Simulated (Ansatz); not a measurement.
Compare A (`OCS[SiH3]`) with its isomer B (`OC[SiH2]S`).

Isolated molecules relaxed with PBE0-D4/def2-TZVP in Ansatz; ΔE leaves out vibrations. CCSD(T)/CBS adds triple-zeta CCSD(T) − MP2 to the extrapolated MP2 energy (def2 sets, frozen cores). DFT in def2-TZVPP. B3LYP here is the variant with VWN-RPA as its local correlation; programs differ in this. One conformer a species, not always the lowest.

A:

Z-matrix (Å, degrees):
```
C
S 1 1.838
O 1 1.389 2 114.6
H 1 1.096 2 108.3 3 126.8
H 1 1.090 2 105.2 3 -117.2
Si 2 2.126 1 98.7 3 -86.6
H 3 0.962 1 109.1 2 62.5
H 6 1.487 2 111.4 1 -64.8
H 6 1.482 2 107.2 1 174.2
H 6 1.491 2 110.7 1 54.8
```

B:

```xyz
10

O    -0.793   -1.306   -0.486
C     0.299   -0.454   -0.797
Si    0.129    1.087    0.275
S     0.111    0.530    2.335
H    -0.706   -2.122   -0.984
H     1.264   -0.933   -0.585
H     0.298   -0.161   -1.857
H    -1.106    1.818   -0.110
H     1.309    1.971    0.089
H    -0.805   -0.431    2.121
```

Which is lower in electronic energy at CCSD(T)/CBS, and by how much? (Estimate.)

The calculation gave: B, by 7.3 kcal/mol.

Give E(B) − E(A) in kcal/mol with r2SCAN-D4, CCSD/def2-TZVPP, CCSD(T)/def2-SVP, ωB97M-V, B3LYP, LDA (SPW92), CCSD(T)/def2-TZVPP. (Best estimate.)

The calculation gave: r2SCAN-D4 -6.4, CCSD/def2-TZVPP -8.0, CCSD(T)/def2-SVP -7.2, ωB97M-V -7.7, B3LYP -6.9, LDA (SPW92) -5.9, CCSD(T)/def2-TZVPP -7.4. None reverses the order clearly.

Does the order hold for the free energy at 298.15 K (harmonic terms from PBE0-D4)? (Best estimate.)

The calculation gave: Yes: G(B) − G(A) = -7.5 kcal/mol, for one conformer each. Modes under 60 cm⁻¹, often nearly free rotors, make the harmonic entropy too high.

Largest T1 diagnostic: 0.012.

From BLYP to BHLYP (50 % exact exchange), in def2-TZVPP and without D4, E(B) − E(A) moves by −1.5 kcal/mol. Leaving LDA and LC-ωPBE aside and taking each functional with its dispersion term where it has one, the values, not all of them listed here, spread over 2.5 kcal/mol, from ωB97M-V to revPBE-D4.
